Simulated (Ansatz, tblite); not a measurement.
Removing an electron: the cluster PtO2⁻ (the lowest doublet isomer of a short search). Charge -1, multiplicity 2. Geometry: r2SCAN-D4/def2-TZVPD. Ansatz, gas phase; energy differences of separate SCF runs; the oxidised species is a singlet (the triplet lies 0.74 eV higher at PBE0-D4/def2-TZVPD).

```xyz
3

Pt    0.000    0.000    0.000
O     1.238    1.263    0.003
O    -1.238   -1.263   -0.003
```

In the def2 sets Pt takes a core potential; there is no spin–orbit coupling. The xTB rows come from tblite. HOMO above LUMO, or a gap near zero within one spin, warns that the state may not be the lowest or that an electron is smeared out. The structure comes from a short search, and lower isomers may exist.

| level | −HOMO (eV) | vertical IE (eV) | −LUMO (eV) | HOMO–LUMO gap (eV) | remarks |
| --- | --- | --- | --- | --- | --- |
| GFN1-xTB | – | 8.89 | – | – | – |
| GFN2-xTB | – | 6.98 | – | – | – |
| PBE-D4/def2-TZVPD | -0.83 | 2.74 | -0.85 | 0.02 | HOMO above zero (-1 doublet), gap within one spin near zero (-1 doublet) |
| r2SCAN-D4/def2-TZVPD | -0.48 | 2.94 | -0.86 | 0.38 | HOMO above zero (-1 doublet) |
| PBE0-D4/def2-TZVPD | 0.91 | 3.23 | -1.75 | 2.66 | – |

Run but left out: HF/def2-TZVPPD, MP2/def2-TZVPPD, CCSD/def2-TZVPPD, CCSD(T)/def2-TZVPPD (flagged by the program: large difference).  A HOMO above zero means that the electron is unbound at that level or that self-interaction error raises the level; the energy of removing that electron tells which. HOMO and LUMO are the levels of the spin that leaves or enters (xTB has no such levels and no spin-polarisation term). Other spin states of the ions may lie lower, which would lower the ionisation energy or raise the affinity. Raw xTB energy differences between charge states are shifted by several eV; the methods need an empirical correction for them.
